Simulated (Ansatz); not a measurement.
Cost and result for the atomization energy of GaH$_{4}$SbSe, SMILES `[GaH2][SbH][SeH]` (7 atoms, 6 bonds).

The species carries charge 0 and has multiplicity 1. Correlated methods include outer-core shells of Ga, Sb, Se, which these sets cover unevenly. Scalar relativity is left out up to krypton. Sb: def2 effective core potential. The structure was optimised at the PBE0-D4/def2-TZVP level. It is one conformer, not always the lowest. Program: Ansatz. All runs use 4 threads of an Arm Neoverse V1 on a shared host. Times are those of one run each, without the atoms' runs, and a repeat can differ threefold. Electronic energies, without spin–orbit coupling; frozen cores. CCSD(T)/CBS adds CCSD(T) − MP2 in def2-TZVPP to the MP2 limit, and its time is that of the two runs behind it. T1 = 0.012. With those shells the extrapolation isn't a true limit. B3LYP takes the VWN-RPA correlation (the form of Gaussian; ORCA's B3LYP/G). HSE06 is the plane-wave form, built on full-range PBE exchange.

CCSD(T)/CBS is a level of theory with its own doubt, some kJ/mol a heavy atom from the limit and from the frozen cores, so smaller differences don't rank the functionals.

```tsv
level	functions	wall time
revPBE-D4/def2-TZVPP	202	1.8 s
BLYP-D4/def2-TZVPP	202	1.9 s
PBE0-D4/def2-TZVPP	202	3.2 s
HSE06-D4/def2-TZVPP	202	3.4 s
B3LYP-D4/def2-TZVPP (with forces)	202	4.6 s
r2SCAN-D4/def2-TZVPP (with forces)	202	4.9 s
r2SCANh-D4/def2-TZVPP	202	5.5 s
CCSD(T)/def2-SVP	110	9 s
B97M-V/def2-TZVPP	202	11 s
ωB97M-V/def2-TZVPP (with forces)	202	13 s
MP2/def2-QZVPP	380	19 s
CCSD(T)/def2-TZVPP	202	2.4 min
CCSD(T)/CBS(def2)	–	2.7 min
```

(1) What atomization energy does each give, and how far from CCSD(T)/CBS? (An estimate is asked.)

## Answers

(1) Computed: 
```json
{"level": "revPBE-D4/def2-TZVPP", "atomization (kcal/mol)": "356.1", "difference from CCSD(T)/CBS": "-13.6", "per bond": "-2.3"}
{"level": "BLYP-D4/def2-TZVPP", "atomization (kcal/mol)": "363.5", "difference from CCSD(T)/CBS": "-6.2", "per bond": "-1.0"}
{"level": "PBE0-D4/def2-TZVPP", "atomization (kcal/mol)": "360.3", "difference from CCSD(T)/CBS": "-9.4", "per bond": "-1.6"}
{"level": "HSE06-D4/def2-TZVPP", "atomization (kcal/mol)": "360.0", "difference from CCSD(T)/CBS": "-9.7", "per bond": "-1.6"}
{"level": "B3LYP-D4/def2-TZVPP (with forces)", "atomization (kcal/mol)": "365.0", "difference from CCSD(T)/CBS": "-4.7", "per bond": "-0.8"}
{"level": "r2SCAN-D4/def2-TZVPP (with forces)", "atomization (kcal/mol)": "365.8", "difference from CCSD(T)/CBS": "-3.9", "per bond": "-0.7"}
{"level": "r2SCANh-D4/def2-TZVPP", "atomization (kcal/mol)": "363.1", "difference from CCSD(T)/CBS": "-6.6", "per bond": "-1.1"}
{"level": "CCSD(T)/def2-SVP", "atomization (kcal/mol)": "328.2", "difference from CCSD(T)/CBS": "-41.5", "per bond": "-6.9"}
{"level": "B97M-V/def2-TZVPP", "atomization (kcal/mol)": "370.9", "difference from CCSD(T)/CBS": "1.2", "per bond": "0.2"}
{"level": "ωB97M-V/def2-TZVPP (with forces)", "atomization (kcal/mol)": "360.2", "difference from CCSD(T)/CBS": "-9.5", "per bond": "-1.6"}
{"level": "MP2/def2-QZVPP", "atomization (kcal/mol)": "356.9", "difference from CCSD(T)/CBS": "-12.8", "per bond": "-2.1"}
{"level": "CCSD(T)/def2-TZVPP", "atomization (kcal/mol)": "356.1", "difference from CCSD(T)/CBS": "-13.6", "per bond": "-2.3"}
{"level": "CCSD(T)/CBS(def2)", "atomization (kcal/mol)": "369.7", "difference from CCSD(T)/CBS": "0.0", "per bond": "0.0"}
```

From BLYP to BHLYP (50 % exact exchange), in def2-TZVPP and without D4, the atomization energy moves by −4.8 kcal/mol: exact exchange takes away binding that semilocal exchange gives to molecules. In def2-TZVPP, CCSD(T) changes the Hartree–Fock value by +120.7 kcal/mol (the triples alone add +7.2 kcal/mol) and MP2 by +113.5 kcal/mol; breaking electron pairs costs correlation energy, which Hartree–Fock lacks. At CCSD(T), def2-SVP lies −41.5 kcal/mol from the extrapolated value and def2-TZVPP −13.6 kcal/mol: correlation converges slowly with the basis, and small sets miss more of it in the bonded molecule than in its fragments.
